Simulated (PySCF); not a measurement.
**Radial density of Co⁺ (cobalt, charge +1)**

UHF, [Ar] 3d8, high-spin 3F determinant. Computed with PySCF 2.14 in ANO-RCC-VTZP (6s5p3d2f1g, 59 functions), with scalar relativity by spin-free X2C-1e.

| r (bohr) | 4πr²ρ (e/bohr) | 4πr²(ρα − ρβ) |
| --- | --- | --- |
| 0.000997 | 0.2423 | 0.0000 |
| 0.00168 | 0.6090 | 0.0000 |
| 0.00282 | 1.499 | 0.0000 |
| 0.00474 | 3.557 | 0.0000 |
| 0.00798 | 7.947 | 0.0000 |
| 0.0134 | 15.95 | 0.0000 |
| 0.0226 | 26.58 | 0.0001 |
| 0.0380 | 32.72 | 0.0002 |
| 0.0639 | 27.80 | 0.0016 |
| 0.107 | 27.49 | 0.0178 |
| 0.181 | 36.69 | 0.1415 |
| 0.304 | 21.09 | 0.6879 |
| 0.511 | 16.16 | 1.6798 |
| 0.860 | 15.93 | 1.6912 |
| 1.45 | 4.453 | 0.6846 |
| 2.43 | 0.6299 | 0.1177 |
| 4.09 | 0.03745 | 0.0048 |
| 6.88 | 4.623e-05 | 0.0000 |

Densities and radii are taken from the X2C orbitals without a picture-change correction, which distorts them close to the nucleus.
